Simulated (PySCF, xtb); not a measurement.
Si(Cl)(Br)2(OH) (Br₂ClHOSi), SMILES O[Si](Cl)(Br)Br. One conformer was computed; it need not be the lowest.

Harmonic wavenumbers (cm⁻¹) from GFN2-xTB in xtb 6.7.1 at its own minimum, in rising order: 92, 111, 163, 192, 198, 229, 348, 487, 540, 733, 945, 3651.

**Question.** What does PBE0-D3(BJ)/def2-SVP run with PySCF give at its own minimum? (Estimate from the structure and the level; the computed values follow.)

**Answer.** 98, 128, 169, 191, 232, 260, 367, 516, 596, 798, 953, 3911. Paired by order, the mean absolute difference is 44 cm⁻¹ and the zero-point energies are 11.0 and 11.7 kcal/mol.
